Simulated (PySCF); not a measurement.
# Assigning NMR signals

Bonds (- single, = double, # triple, : aromatic): F1-C2 1.342 Å, C2:C3 1.385 Å, C3:C4 1.382 Å, C4:C5 1.390 Å, C5-C6 1.503 Å, C6-F7 1.341 Å, C6-F8 1.348 Å, C6-F9 1.341 Å, C5:C10 1.390 Å, C10:C11 1.382 Å, C11:C2 1.385 Å. C3 carries H12; C4 carries H13; C10 carries H14; C11 carries H15.

PySCF 2.14.0 with density-fitted response routines calculation with PBE0/pcSseg-1 with gauge-including orbitals and geometry: GFN2-xTB; no solvent, a single conformation, relativity neglected, averaged over atoms made equivalent by symmetry, fast rotation or ring inversion.

Shifts are taken against calculated references (same method and geometry level): TMS for ¹³C (σ = 186.93 ppm), ¹H (σ = 31.72 ppm).

Task: Assign these signals to the numbered atoms. ¹³C{¹H} NMR (computed): δ 174.7 (C), 134.7 (CH), 133.3 (C), 133.2 (C), 121.8 (CH).

Result: 
| δ (ppm) | atoms | environment | reason |
| --- | --- | --- | --- |
| 174.7 | C2 | aromatic carbon bearing fluorine | an ipso carbon deshielded by its heteroatom |
| 134.7 | C4/C10 | aromatic CH | the aromatic region |
| 133.3 | C6 | CF3 carbon | 3 electronegative neighbours deshield it |
| 133.2 | C5 | substituted aromatic carbon | – |
| 121.8 | C3/C11 | aromatic CH | – |

C4/C10 and C6; C6 and C5 lie closer than the usual error of such a calculation, so a measured spectrum could show them in the other order.

Task: Assign these signals to the numbered atoms. ¹H NMR (400 MHz, computed): δ 8.08 (m, 2H), 7.49 (m, 2H).

Result: 
8.08 → H13/H14, hydrogen on an aromatic CH: aromatic region
7.49 → H12/H15, hydrogen on an aromatic CH

Splittings by ¹⁹F in the carbon and heteronuclear signals aren't shown, as no couplings were computed. Shifts are as computed. Against solution values, carbons near 30 ppm lie about +3 ppm off and those near 130 ppm about +5 ppm. Of 1211 compounds with measured shifts, 218 miss one by over three times the rms of a fit or turn the order of signals round; such compounds aren't used in these exercises. Multiplicities follow the n + 1 count of equivalent neighbours, as no J values were calculated; m marks all less simple cases, F and P coupling included.
